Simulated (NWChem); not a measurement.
System: C2H4N2Si; SMILES C1=NC=N[SiH2]1

NWChem input:

```
start job
memory heap 200 mb stack 900 mb global 1100 mb
geometry units angstroms noautosym nocenter noautoz
  C      1.260724    -0.393628     0.000000
  N      0.521792    -1.441875     0.000000
  C     -0.880855    -1.088130     0.000000
  N     -1.310650     0.109387     0.000000
  Si     0.126358     1.141829     0.000000
  H      2.351788    -0.519827     0.000000
  H     -1.556593    -1.957284     0.000000
  H      0.224592     1.983265     1.224917
  H      0.224592     1.983265    -1.224917
end
basis spherical
  C library def2-svp
  N library def2-svp
  Si library def2-svp
  H library def2-svp
end
dft
  xc b3lyp
  iterations 150
  mulliken
end
task dft energy
esp
  recalculate
  probe 0.07
  range 0.3
  factor 1.0
  spacing 0.02
end
task esp
```

Parts of the log:

```
             Northwest Computational Chemistry Package (NWChem) 7.3.0
             --------------------------------------------------------

                             Geometry "geometry" -> ""
                             -------------------------

 Output coordinates in angstroms (scale by  1.889725989 to convert to a.u.)

  No.       Tag          Charge          X              Y              Z
 ---- ---------------- ---------- -------------- -------------- --------------
    1 C                    6.0000     1.26072400    -0.39362800     0.00000000
    2 N                    7.0000     0.52179200    -1.44187500     0.00000000
    3 C                    6.0000    -0.88085500    -1.08813000     0.00000000
    4 N                    7.0000    -1.31065000     0.10938700     0.00000000
    5 Si                  14.0000     0.12635800     1.14182900     0.00000000
    6 H                    1.0000     2.35178800    -0.51982700     0.00000000
    7 H                    1.0000    -1.55659300    -1.95728400     0.00000000
    8 H                    1.0000     0.22459200     1.98326500     1.22491700
    9 H                    1.0000     0.22459200     1.98326500    -1.22491700

 Effective nuclear repulsion energy (a.u.)     206.9405451490

                                 NWChem DFT Module
                                 -----------------

 Summary of "ao basis" -> "ao basis" (spherical)
 ------------------------------------------------------------------------------
       Tag                 Description            Shells   Functions and Types
 ---------------- ------------------------------  ------  ---------------------
 C                          def2-svp                 6       14   3s2p1d
 N                          def2-svp                 6       14   3s2p1d
 Si                         def2-svp                 8       18   4s3p1d
 H                          def2-svp                 3        5   2s1p

            General Information
            -------------------
          SCF calculation type: DFT
          Wavefunction type:  closed shell.
          No. of atoms     :     9
          No. of electrons :    44
           Alpha electrons :    22
            Beta electrons :    22
          Charge           :     0
          Spin multiplicity:     1
          Use of symmetry is: off; symmetry adaption is: off
          Maximum number of iterations: 150
          AO basis - number of functions:    94
                     number of shells:    44
          Convergence on energy requested:  1.00D-06
          Convergence on density requested:  1.00D-05
          Convergence on gradient requested:  5.00D-04

              XC Information
              --------------
                         B3LYP Method XC Potential
                     Hartree-Fock (Exact) Exchange  0.200
                        Slater Exchange Functional  0.800 local
                    Becke 1988 Exchange Functional  0.720 non-local
              Lee-Yang-Parr Correlation Functional  0.810
                  VWN I RPA Correlation Functional  0.190 local

             Grid Information
             ----------------
          Grid used for XC integration:  medium
          Radial quadrature: Mura-Knowles
          Angular quadrature: Lebedev.
          Tag              B.-S. Rad. Rad. Pts. Rad. Cut. Ang. Pts.
          ---              ---------- --------- --------- ---------
          C                   0.70       49          10.0       434
          N                   0.65       49          10.0       434
          Si                  1.10       88          10.0       590
          H                   0.35       45          11.0       434
          Grid pruning is: on
          Number of quadrature shells:   464
          Spatial weights used:  Erf1

      Superposition of Atomic Density Guess
      -------------------------------------

 Sum of atomic energies:        -474.47364461

      Non-variational initial energy
      ------------------------------

 Total energy =    -477.099635
 1-e energy   =   -1061.977416
 2-e energy   =     377.937235
 HOMO         =      -0.285415
 LUMO         =      -0.084040

     ---------------------------------------------
      Total Density - Mulliken Population Analysis
     ---------------------------------------------

    Atom       Charge   Shell Charges
 -----------   ------   -------------------------------------------------------
    1 C    6     5.90   1.99  0.98  0.34  1.74  0.80  0.04
    2 N    7     7.52   1.99  1.09  0.55  2.37  1.48  0.03
    3 C    6     5.50   1.99  0.94  0.22  1.63  0.64  0.08
    4 N    7     7.81   1.99  1.10  0.57  2.52  1.61  0.02
    5 Si  14    13.31   2.00  1.99  0.99  0.24  5.94  1.08  0.88  0.19
    6 H    1     0.91   0.68  0.21  0.02
    7 H    1     0.94   0.69  0.23  0.02
    8 H    1     1.06   0.69  0.36  0.01
    9 H    1     1.06   0.69  0.36  0.01

   convergence    iter        energy       DeltaE   RMS-Dens  Diis-err
 ---------------- ----- ----------------- --------- --------- ---------
 d= 0,ls=0.0,diis     1   -477.2640801664 -6.84D+02  1.65D-02  7.43D-01
 d= 0,ls=0.0,diis     2   -477.1040236747  1.60D-01  1.11D-02  2.15D+00
 d= 0,ls=0.0,diis     3   -477.3574020871 -2.53D-01  2.41D-03  5.73D-02
 d= 0,ls=0.0,diis     4   -477.3632806240 -5.88D-03  9.37D-04  1.09D-02
 d= 0,ls=0.0,diis     5   -477.3644402506 -1.16D-03  3.00D-04  1.74D-03
  Resetting Diis
 d= 0,ls=0.0,diis     6   -477.3646049936 -1.65D-04  1.16D-04  2.01D-04
 d= 0,ls=0.0,diis     7   -477.3646291359 -2.41D-05  7.76D-05  1.36D-05
 d= 0,ls=0.0,diis     8   -477.3646253576  3.78D-06  4.66D-05  4.30D-05
 d= 0,ls=0.0,diis     9   -477.3646309239 -5.57D-06  7.66D-06  1.33D-06
 d= 0,ls=0.0,diis    10   -477.3646310683 -1.44D-07  1.87D-06  2.78D-08

         Total DFT energy =     -477.364631068262
      One electron energy =    -1065.082875151988
           Coulomb energy =      427.828992741198
    Exchange-Corr. energy =      -47.051293806514
 Nuclear repulsion energy =      206.940545149042

 Numeric. integr. density =       43.999996911945

                       DFT Final Molecular Orbital Analysis
                       ------------------------------------

 Vector   20  Occ=2.000000D+00  E=-3.077980D-01
              MO Center= -2.4D-01, -4.3D-01,  6.5D-10, r^2= 2.5D+00
   Bfn.  Coefficient  Atom+Function         Bfn.  Coefficient  Atom+Function
  ----- ------------  ---------------      ----- ------------  ---------------
    48      0.386224  4 N  pz                 6      0.299520  1 C  pz
    51     -0.276419  4 N  pz                20     -0.269204  2 N  pz
    34     -0.248391  3 C  pz                 9      0.217762  1 C  pz
    23      0.186501  2 N  pz                37     -0.152243  3 C  pz
    86      0.055848  8 H  s                 91     -0.055848  9 H  s

 Vector   21  Occ=2.000000D+00  E=-2.852182D-01
              MO Center= -4.5D-01, -3.0D-01,  6.6D-10, r^2= 3.0D+00
   Bfn.  Coefficient  Atom+Function         Bfn.  Coefficient  Atom+Function
  ----- ------------  ---------------      ----- ------------  ---------------
    46      0.399772  4 N  px                17      0.317879  2 N  s
    49     -0.276211  4 N  px                 5      0.264356  1 C  py
    19      0.208798  2 N  py                64      0.199572  5 Si px
    45      0.196916  4 N  s                 44      0.167905  4 N  s
    80     -0.163668  7 H  s                 16      0.147826  2 N  s

 Vector   22  Occ=2.000000D+00  E=-2.616803D-01
              MO Center= -1.0D-02, -7.4D-01, -6.0D-10, r^2= 3.1D+00
   Bfn.  Coefficient  Atom+Function         Bfn.  Coefficient  Atom+Function
  ----- ------------  ---------------      ----- ------------  ---------------
    19      0.394548  2 N  py                46     -0.308900  4 N  px
    22     -0.298008  2 N  py                18     -0.220929  2 N  px
    49      0.219635  4 N  px                59      0.213994  5 Si s
    21      0.169163  2 N  px                65     -0.169347  5 Si py
    32     -0.158625  3 C  px                68     -0.131388  5 Si py

 Vector   23  Occ=0.000000D+00  E=-9.068655D-02
              MO Center=  2.1D-01, -3.4D-01,  1.6D-09, r^2= 3.2D+00
   Bfn.  Coefficient  Atom+Function         Bfn.  Coefficient  Atom+Function
  ----- ------------  ---------------      ----- ------------  ---------------
     9      0.374495  1 C  pz                 6      0.370720  1 C  pz
    69      0.314144  5 Si pz                37     -0.289950  3 C  pz
    86     -0.283184  8 H  s                 91      0.283184  9 H  s
    34     -0.281628  3 C  pz                23     -0.271565  2 N  pz
    20      0.260631  2 N  pz                51      0.254427  4 N  pz

 Vector   24  Occ=0.000000D+00  E= 1.606436D-02
              MO Center=  3.9D-01,  1.4D+00,  1.4D-09, r^2= 3.4D+00
   Bfn.  Coefficient  Atom+Function         Bfn.  Coefficient  Atom+Function
  ----- ------------  ---------------      ----- ------------  ---------------
    67      1.206835  5 Si px                 3     -0.907106  1 C  s
    45      0.612816  4 N  s                 60      0.419258  5 Si s
    86     -0.247609  8 H  s                 91     -0.247609  9 H  s
    76      0.229531  6 H  s                 64      0.226945  5 Si px
    50      0.206245  4 N  py                 8     -0.204155  1 C  py

 Vector   25  Occ=0.000000D+00  E= 3.209895D-02
              MO Center= -2.7D-01, -7.9D-01, -2.2D-09, r^2= 2.6D+00
   Bfn.  Coefficient  Atom+Function         Bfn.  Coefficient  Atom+Function
  ----- ------------  ---------------      ----- ------------  ---------------
    37      0.551294  3 C  pz                23     -0.495348  2 N  pz
    34      0.436397  3 C  pz                20      0.393914  2 N  pz
    51     -0.388819  4 N  pz                 9      0.355525  1 C  pz
    48      0.292222  4 N  pz                 6      0.201141  1 C  pz
    73     -0.113966  5 Si d  1              69     -0.052264  5 Si pz

     ---------------------------------------------
      Total Density - Mulliken Population Analysis
     ---------------------------------------------

    Atom       Charge   Shell Charges
 -----------   ------   -------------------------------------------------------
    1 C    6     6.11   1.99  0.95  0.32  2.03  0.79  0.04
    2 N    7     7.17   1.99  1.06  0.53  2.34  1.22  0.03
    3 C    6     5.89   1.99  0.95  0.20  2.01  0.67  0.08
    4 N    7     7.28   1.99  1.05  0.54  2.36  1.32  0.02
    5 Si  14    13.48   2.00  1.98  1.06  0.16  5.93  1.31  0.79  0.25
    6 H    1     0.96   0.74  0.19  0.02
    7 H    1     0.97   0.75  0.20  0.02
    8 H    1     1.07   0.74  0.32  0.01
    9 H    1     1.07   0.74  0.32  0.01

     -------------------------------------------
      Total Density - Lowdin Population Analysis
     -------------------------------------------

    Atom       Charge   Shell Charges
 -----------   ------   -------------------------------------------------------
    1 C    6     6.09   1.97  0.65  0.36  1.84  1.18  0.10
    2 N    7     7.11   1.97  0.82  0.49  2.19  1.58  0.06
    3 C    6     5.94   1.96  0.62  0.30  1.81  1.07  0.17
    4 N    7     7.25   1.97  0.82  0.51  2.20  1.69  0.04
    5 Si  14    13.48   2.00  1.93  0.66  0.33  5.82  1.31  1.06  0.38
    6 H    1     0.98   0.64  0.27  0.07
    7 H    1     0.98   0.65  0.27  0.06
    8 H    1     1.09   0.64  0.42  0.02
    9 H    1     1.09   0.64  0.42  0.02

     Multipole analysis of the density
     ---------------------------------

     L   x y z        total         alpha         beta         nuclear
     -   - - -        -----         -----         ----         -------
     0   0 0 0     -0.000000    -22.000000    -22.000000     44.000000

     1   1 0 0      0.594879      0.514192      0.514192     -0.433505
     1   0 1 0      0.437989      0.920970      0.920970     -1.403951
     1   0 0 1      0.000000      0.000000      0.000000      0.000000

     2   2 0 0    -27.915450    -78.952481    -78.952481    129.989512
     2   1 1 0      2.688933     -0.866405     -0.866405      4.421743
     2   1 0 1      0.000000      0.000000      0.000000      0.000000
     2   0 2 0    -28.039804   -108.459004   -108.459004    188.878205
     2   0 1 1      0.000000      0.000000      0.000000      0.000000
     2   0 0 2    -27.281765    -18.998985    -18.998985     10.716204

                     NWChem Electrostatic Potential Fit Module
                     -----------------------------------------

 Atom parameters

 Number of atoms is                                    9
 Number of basis functions is                         94

 Grid parameters

 Maximum number of grid points is                  38712
 Number of grid points is                          38711
 Grid range                                     0.300000 nm
 Grid spacing                                   0.020000 nm
 Probe radius                                   0.070000 nm
 Atom radius factor                             1.000000

 Atomic radii

    1    0.100000
    6    0.147000
    7    0.140000
   14    0.187000
 FASTESP  F
  using M.O. file = ./job.movecs

    Atom              Coordinates                           Charge

                                                  ESP

    1 C     0.126072   -0.039363    0.000000    0.068723
    2 N     0.052179   -0.144188    0.000000   -0.485535
    3 C    -0.088086   -0.108813    0.000000    0.658490
    4 N    -0.131065    0.010939    0.000000   -0.637764
    5 Si    0.012636    0.114183    0.000000    0.639043
    6 H     0.235179   -0.051983    0.000000    0.048495
    7 H    -0.155659   -0.195728    0.000000   -0.057350
    8 H     0.022459    0.198327    0.122492   -0.117130
    9 H     0.022459    0.198327   -0.122492   -0.116972
                                            ------------
                                                0.000000

 Dipole moment                                  0.755921

 Quadrupole moment Qxx                          0.981099
                   Qyy                         -1.112285
                   Qzz                          0.131187

 RMS deviation kJ/mol                           0.087660

 RRMS %                                        39.586562
```

Level: B3LYP/def2-SVP. The geometry was optimised at PBE0/def2-SVP.
